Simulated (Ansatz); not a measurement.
Computed with Ansatz on PBE0-D4/def2-TZVP structures; ΔE is electronic, products minus reactants. CBS: MP2 limit from def2 TZ/QZ plus the TZ coupled-cluster correction, frozen cores. This one scheme is used for every species, atoms too. Functionals use def2-TZVPP. B3LYP here is the variant with VWN-RPA as its local correlation; programs differ in this. Open shells (•) are unrestricted, without spin–orbit coupling. Spin–orbit coupling would lower the free atoms: a little for B, C, F, S.

Reaction (atomization): `FB1CS1` → B• + C• + F• + 2 H• + S•

`FB1CS1`:

Z-matrix (Å, degrees):
```
C
B 1 1.522
S 1 1.898 2 60.1
H 1 1.086 2 121.7 3 -100.5
H 1 1.086 2 121.6 3 100.5
F 2 1.307 1 145.9 3 180.0
```

```
             level  ΔE (kcal/mol)  difference from CCSD(T)/CBS
           BLYP-D4          581.5                          3.9
           PBE0-D4          588.0                         10.4
          B3LYP-D4          579.2                          1.6
        r2SCAN0-D4          576.2                         -1.4
      CAM-B3LYP-D4          581.1                          3.5
           ωB97X-V          582.0                          4.4
            B2PLYP          575.5                         -2.1
          PBE-QIDH          582.0                          4.4
               PBE          600.6                         23.0
              BLYP          575.8                         -1.8
       HF/def2-SVP          429.7                       -147.9
  CCSD(T)/def2-SVP          550.6                        -27.0
     HF/def2-TZVPP          423.9                       -153.7
    MP2/def2-TZVPP          583.7                          6.1
CCSD(T)/def2-TZVPP          562.4                        -15.2
SCS-MP2/def2-QZVPP          581.9                          4.3
       CCSD(T)/CBS          577.6                            0
```

Largest T1 diagnostic among the species: 0.014.

Leaving LDA and LC-ωPBE aside and taking each functional with its dispersion term where it has one, the values, not all of them listed here, spread over 45.2 kcal/mol, from BHLYP-D4 to PBE-D4. LDA lies +78.2 kcal/mol from PBE without D4, its usual overbinding. From r2SCAN to r2SCAN0 (25 % exact exchange), in def2-TZVPP and without D4, ΔE moves by −12.8 kcal/mol: exact exchange takes away binding that semilocal exchange gives to molecules. In def2-TZVPP, CCSD(T) changes the Hartree–Fock value by +138.5 kcal/mol (the triples alone add +11.8 kcal/mol) and MP2 by +159.8 kcal/mol; breaking electron pairs costs correlation energy, which Hartree–Fock lacks.

For atomizations the MP2-based limit and the directly extrapolated one differ by several kJ/mol either way, and by 10 to 25 for some Ge, Se and Sn compounds, so smaller differences from it don't rank the levels.
